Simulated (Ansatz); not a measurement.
One change: `C[CH2][AlH][OH]` becomes `C=[N][AlH][CH2]C`.

Ansatz, PBE0-D4/def2-TZVP geometries, multiplicity 1. Each molecule was computed in one conformer, which needn't be the lowest.

| property | `C[CH2][AlH][OH]` |
| --- | --- |
| HOMO–LUMO gap (B3LYP/def2-TZVPP) / eV | 6.65 |
| HOMO–LUMO gap (PBE/def2-TZVPP) / eV | 5.02 |
| HOMO energy (B3LYP/def2-TZVPP) / eV | -7.32 |
| size of the dipole moment (ωB97M-V/def2-TZVPP) / D | 1.87 |
| size of the dipole moment (B3LYP/def2-TZVPP) / D | 1.86 |
| size of the dipole moment (PBE/def2-TZVPP) / D | 1.85 |

Task: Give the same properties after the change, and the shifts. (Estimate.)

Result: Ansatz gave: 
```json
{"property": "HOMO–LUMO gap (B3LYP/def2-TZVPP) / eV", "`C=[N][AlH][CH2]C`": "5.35", "shift": "-1.30"}
{"property": "HOMO–LUMO gap (PBE/def2-TZVPP) / eV", "`C=[N][AlH][CH2]C`": "3.40", "shift": "-1.62"}
{"property": "HOMO energy (B3LYP/def2-TZVPP) / eV", "`C=[N][AlH][CH2]C`": "-6.37", "shift": "0.95"}
{"property": "size of the dipole moment (ωB97M-V/def2-TZVPP) / D", "`C=[N][AlH][CH2]C`": "1.27", "shift": "-0.60"}
{"property": "size of the dipole moment (B3LYP/def2-TZVPP) / D", "`C=[N][AlH][CH2]C`": "1.24", "shift": "-0.62"}
{"property": "size of the dipole moment (PBE/def2-TZVPP) / D", "`C=[N][AlH][CH2]C`": "1.24", "shift": "-0.61"}
```

With PBE0 the HOMO rises by 0.94 eV and the LUMO falls by 0.33 eV, so the gap narrows by about 1.27 eV. PBE moves the HOMO by 0.91 eV and ωB97M-V by 0.87 eV. Dipoles are sizes alone; their direction can turn.

B3LYP here is the variant with VWN-RPA as its local correlation; programs differ in this.
